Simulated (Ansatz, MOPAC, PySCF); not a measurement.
Pair of molecules: CH4 (SMILES C) (first 5 atoms) with SO2 (SMILES O=S=O); geometry from B3LYP-D3(BJ)/def2-TZVP.
(charge 0, multiplicity 1):
```tsv
atom	x (Å)	y (Å)	z (Å)
C	-0.0231	0.0042	-0.1771
H	-0.0391	0.1236	-1.2593
H	0.8642	-0.5611	0.1065
H	0.0030	0.9859	0.2938
H	-0.9209	-0.5278	0.1362
O	-1.1813	0.4158	3.3292
S	0.0215	-0.3684	3.2447
O	1.2923	0.3042	3.2835
```

Interaction energies are E(AB) − E(A) − E(B) at the monomers' geometry in the complex; basis-set methods are counterpoise corrected. Rows marked so take none.

Rows in 3-21G carry no dispersion term and start afresh at each structure. The state that AM1 reach isn't checked.

Run with Ansatz (Gaussian orbitals); MOPAC for AM1 (differences of heats of formation); PySCF for 3-21G rows, the dispersion terms. Each number belongs to the level named beside it.

Task: One of these levels gives -55.5 meV for the interaction energy. Which one is it?
A) AM1
B) revPBE-D3(BJ)/def2-TZVPPD
C) B3LYP/3-21G (no counterpoise)

Result: B, revPBE-D3(BJ)/def2-TZVPPD. The others give 16.2 (AM1), -31.9 (B3LYP/3-21G (no counterpoise))

Ansatz is a program for electronic structure.
